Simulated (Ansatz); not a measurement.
Reaction: GeH2F2 (difluorogermane, SMILES [F][GeH2][F]) → GeHF2 (SMILES [F][GeH][F], doublet) + H (doublet) (the Ge-H bond breaks)
Each species at its own B3LYP-D3(BJ)/def2-TZVP minimum (Ansatz, a first-principles code).

Total energies in hartree (Ansatz). UHF or UKS for unpaired electrons; spin-orbit terms are left out. Correlated methods leave the cores frozen (noble-gas shells, and filled d and f shells in the p block). No relativity. For partners of very few electrons the exact lower level stands in for a higher one.

```csv
species,HF/cc-pVTZ,CCSD(T)/cc-pVTZ,HF/cc-pVQZ,CCSD(T)/cc-pVQZ,CCSD(T)/cc-pVDZ,CCSDT(Q)/cc-pVDZ
1: GeH2F2 (SMILES [GeH2]([F])[F]),-2275.60044,-2276.25904,-2275.62460,-2276.33922,-2275.94703,-2275.94876
"2: GeHF2 (SMILES [F][GeH][F], doublet)",-2274.98540,-2275.61572,-2275.00959,-2275.69485,-2275.30842,-2275.31034
3: H (doublet),-0.49981,-0.49981,-0.49995,-0.49995,-0.49928,-0.49928
```

Question: Work out the bond dissociation energy (electronic) in kcal/mol: take Hartree-Fock from cc-pVQZ, extrapolate the CCSD(T) correlation energy as X^-3 (X = 3, 4), and add CCSDT(Q) - CCSD(T) in cc-pVDZ. 1 hartree = 627.51 kcal/mol.

Answer: 
Species 1: correlation (64·(-0.71462) - 27·(-0.65860))/37 = -0.75550; step -0.00173; E1 = -2275.62460 + (-0.75550) + (-0.00173) = -2276.38183
Species 2: correlation (64·(-0.68526) - 27·(-0.63032))/37 = -0.72535; step -0.00192; E2 = -2275.00959 + (-0.72535) + (-0.00192) = -2275.73686
Species 3: correlation (64·(0.00000) - 27·(0.00000))/37 = 0.00000; step +0.00000; E3 = -0.49995 + (0.00000) + (+0.00000) = -0.49995
-1·E1 +1·E2 +1·E3 = 0.14502 hartree = 91.0 kcal/mol.
